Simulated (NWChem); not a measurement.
Species: SiH₃I; SMILES [SiH3]I

```xyz
5

Si     0.0000     0.0000     1.7999
I      0.0000     0.0000    -0.6491
H      1.0827     0.9065     2.2738
H      0.2437    -1.3908     2.2738
H     -1.3263     0.4844     2.2738
```
Atoms are numbered in this order, from 1.

All runs: NWChem. Geometry: optimised at PBE0/def2-SVP. def2 effective core potentials on I; no spin-orbit coupling. Vertical excitations in the gas phase.

Question: Estimate the computed values for LDA (Slater exchange, VWN5)/def2-SVP, full TDDFT. Quantities: lowest excitation, singlet (eV); oscillator strength of that lowest state; orbital gap (eV).

Answer: 
| Property | Value |
|---|---|
| lowest excitation, singlet (eV) | 5.08 |
| oscillator strength of that lowest state | 0.004 |
| orbital gap (eV) | 4.83 |
